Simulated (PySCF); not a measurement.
CH₈OSi₂Te.
Bonds: O1–Si2, Si2–C3, C3–Te4, Te4–Si5. Hydrogens: H6 on O1; H7, H8 on Si2; H9, H10 on C3; H11, H12, H13 on Si5.

Computed with PBE0-D3(BJ)/def2-SVP geometry optimisation, gas phase, def2 core potentials past Kr in PySCF.

Task: How far are the bound atoms from Te4?

Result: 2 atoms: C3 2.179 Å, Si5 2.505 Å. The nearest atom not counted as bound is H10, at 2.69 Å.

Task: What is the shape at Te4?

Result: Bent: angle 94.9°.

Task: What are the other bond lengths?

Result: O1–Si2 1.669 Å; Si2–C3 1.866 Å; O1–H6 0.961 Å; Si2–H7, Si2–H8 1.497 Å; C3–H9, C3–H10 1.100 Å; Si5–H11, Si5–H12, Si5–H13 1.493 Å.

Task: Give some angles away from the centre.

Result: O1–Si2–C3 107.5°, Si2–C3–Te4 109.4°.

Task: What are the rotational constants (commonest isotopes, rigid rotor)?

Result: A = 2555, B = 836.8, C = 672.2 MHz: an asymmetric top.

Point group: C1 (no symmetry element, even within 0.4 Å). Charge 0, singlet. No PBE0-D3(BJ)/def2-SVP frequencies stand behind this structure, so it isn't proved a minimum.

On an Arm Neoverse V2 with one thread, shared host with 32 logical CPUs at a one-minute load of 9.7, this took 69 s wall and 0.51 GiB of memory at its peak. This is the geometry optimisation.

Shape of the structure used: `[OH:1][SiH2:2][CH2:3][Te:4][SiH3:5]`: O1–Si2–C3–Te4 179°, Si2–C3–Te4–Si5 -70°, H–O1–Si2–C3 180°.

One conformer stands for the species.
